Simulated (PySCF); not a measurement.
# Computed records: ClFOSi, H2O3Si

All values are calculated (PySCF 2.14.0). Calculation on a computer-drawn molecule: the log of a Hartree-Fock and frozen-core CCSD(T) single point meant for a local Hartree-Fock minimum, with one planted fault or none, to be diagnosed. Offsets are logged minus clean, where the clean run is the same molecule without the fault. The reference is restricted for singlets and unrestricted otherwise, and also for a bond in bohr or an excited solution. Adding or removing an electron swaps singlet and doublet. The excited solution moves the top pair (singlet) or top alpha electron (doublet) to the lowest empty orbital. Highest occupied and lowest empty are orbital energies over both spins, largest force is the largest gradient component, triples share is (T) over the correlation energy, the T1 limit is 0.02 restricted and 0.045 unrestricted, electrons count all cores, a negative frequency is imaginary (commonest isotopes), and the dipole is about the centre of nuclear charge.

Common to all runs: meant charge 0; meant multiplicity 1; meant basis cc-pV(D+d)Z; logged SCF converged yes; possible faults no fault, one electron removed, one electron added, multiplicity raised by two, geometry at a saddle point, SCF held on an excited solution, minimal basis STO-3G, one bond length entered in bohr, all coordinates scaled.

```json
{"entry": 1, "formula": "ClFOSi", "logged_structure": {"atoms_angstrom": [["O", -0.5577, 3.597, 3.6565], ["Si", 0.5965, 2.8373, 3.122], ["F", 0.6991, 2.1808, 1.692], ["Cl", 2.3235, 2.4317, 4.0389]]}, "given": {"logged_electrons": 48, "logged_basis_functions": 74, "logged_spin_squared": 0.0, "logged_highest_occupied [eV]": -5.1703, "logged_lowest_empty [eV]": -6.5956, "logged_largest_force [hartree/bohr]": 0.26559, "logged_CC_converged": "no", "logged_dipole_magnitude [debye]": 2.8648, "logged_SCF_stable_within_its_kind": "no", "logged_energy_HF [hartree]": -922.24495, "drawn_bonds_atom": [1, 2, 2], "drawn_bonds_other_atom": [2, 3, 4], "drawn_bonds_order": [2, 1, 1]}, "results": {"planted_fault": "SCF held on an excited solution", "HF_energy_offset_from_clean_run [kcal/mol]": 379.6}, "notes": ["CCSD not converged"]}
{"entry": 2, "formula": "ClFOSi", "logged_structure": {"atoms_angstrom": [["O", -0.5577, 3.597, 3.6565], ["Si", 1.6234, 2.1614, 2.6465], ["F", 1.726, 1.5049, 1.2165], ["Cl", 3.3504, 1.7558, 3.5634]]}, "given": {"logged_electrons": 48, "logged_basis_functions": 74, "logged_spin_squared": 1.1669, "logged_highest_occupied [eV]": -10.397, "logged_lowest_empty [eV]": 1.1196, "logged_largest_force [hartree/bohr]": 0.034203, "logged_T1_diagnostic": 0.03284, "logged_D1_diagnostic": 0.15371, "logged_triples_share": 0.033413, "logged_CC_converged": "yes", "logged_dipole_magnitude [debye]": 0.66231, "logged_SCF_stable_within_its_kind": "yes", "logged_energy_HF [hartree]": -922.70443, "logged_energy_CCSD(T) [hartree]": -923.28229, "drawn_bonds_atom": [1, 2, 2], "drawn_bonds_other_atom": [2, 3, 4], "drawn_bonds_order": [2, 1, 1]}, "results": {"planted_fault": "one bond length entered in bohr, row 1 of the drawn bonds", "HF_energy_offset_from_clean_run [kcal/mol]": 91.26, "CCSD(T)_energy_offset_from_clean_run [kcal/mol]": 121.8}}
{"entry": 3, "formula": "ClFOSi", "logged_structure": {"atoms_angstrom": [["O", -0.5577, 3.597, 3.6565], ["Si", 0.5965, 2.8373, 3.122], ["F", 0.6991, 2.1808, 1.692], ["Cl", 2.3235, 2.4317, 4.0389]]}, "given": {"logged_electrons": 48, "logged_basis_functions": 28, "logged_spin_squared": 0.0, "logged_highest_occupied [eV]": -9.1444, "logged_lowest_empty [eV]": 6.6156, "logged_largest_force [hartree/bohr]": 0.034687, "logged_T1_diagnostic": 0.020237, "logged_D1_diagnostic": 0.080861, "logged_triples_share": 0.083349, "logged_CC_converged": "yes", "logged_dipole_magnitude [debye]": 1.3406, "logged_SCF_stable_within_its_kind": "yes", "logged_energy_HF [hartree]": -912.05452, "logged_energy_CCSD(T) [hartree]": -912.20778, "drawn_bonds_atom": [1, 2, 2], "drawn_bonds_other_atom": [2, 3, 4], "drawn_bonds_order": [2, 1, 1]}, "results": {"planted_fault": "minimal basis STO-3G", "HF_energy_offset_from_clean_run [kcal/mol]": 6774, "CCSD(T)_energy_offset_from_clean_run [kcal/mol]": 7071}, "notes": ["T1 above single-reference limit"]}
{"entry": 4, "formula": "H2O3Si", "logged_structure": {"atoms_angstrom": [["O", -1.1396, 0.8996, -1.9367], ["Si", -0.8248, 1.0391, -0.4862], ["O", 0.5744, 0.7431, 0.2409], ["O", -1.812, 1.5176, 0.6845], ["H", 1.2879, 0.4454, -0.3065], ["H", -2.6986, 1.7387, 0.4346]]}, "given": {"logged_electrons": 40, "logged_basis_functions": 75, "logged_spin_squared": 0.0, "logged_highest_occupied [eV]": -4.1673, "logged_lowest_empty [eV]": -6.146, "logged_largest_force [hartree/bohr]": 0.34705, "logged_CC_converged": "no", "logged_dipole_magnitude [debye]": 3.7345, "logged_SCF_stable_within_its_kind": "no", "logged_energy_HF [hartree]": -514.16025, "drawn_bonds_atom": [1, 2, 2, 3, 4], "drawn_bonds_other_atom": [2, 3, 4, 5, 6], "drawn_bonds_order": [2, 1, 1, 1, 1]}, "results": {"planted_fault": "SCF held on an excited solution", "HF_energy_offset_from_clean_run [kcal/mol]": 403.9}, "notes": ["CCSD not converged"]}
```
